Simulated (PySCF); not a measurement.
F4H2SSi2, SMILES F[SiH2]S[Si](F)(F)F.

Coordinates come from a B3LYP-D3(BJ)/def2-SVP optimisation. The structure was generated by enumeration, and PubChem lists no compound with its InChIKey, so it may never have been made. The values are those of a single conformer.

Two levels are set side by side: TDA-PBE/def2-SVPD (PySCF) and TDA-LC-ωPBE/def2-SVPD (PySCF). Vertical, same geometry. The lowest singlet is HOMO→LUMO 98 % with PBE and HOMO→LUMO+1 33 %, HOMO→LUMO+2 29 %, HOMO→LUMO 10 %, HOMO→LUMO+7 6 % with the other functional; states are paired by order. Differences are taken from unrounded values.

```tsv
quantity	TDA-PBE
lowest singlet excitation (eV)	6.18
lowest triplet excitation (TDA) (eV)	5.74
first bright state (f over 0.05) (eV)	7.80
its oscillator strength	0.05
```

Problem. These are the TDA-PBE values. What does TDA-LC-ωPBE give? (Estimate from the structure and the level; the computed values follow.)

Solution. 
| quantity | TDA-LC-ωPBE | TDA-PBE minus TDA-LC-ωPBE |
|---|---|---|
| lowest singlet excitation (eV) | 7.11 | -0.93 |
| lowest triplet excitation (TDA) (eV) | 6.64 | -0.89 |
| first bright state (f over 0.05) (eV) | 8.94 | -1.14 |
| its oscillator strength | 0.05 | 0.00 |

A lower first singlet is the usual sign of a functional without exact exchange. Differences between two approximate levels are no errors against the true value.

Rough cost on one machine, each run with all the roots and properties that it gave: TDA-LC-ωPBE against TDA-PBE about 4 times.
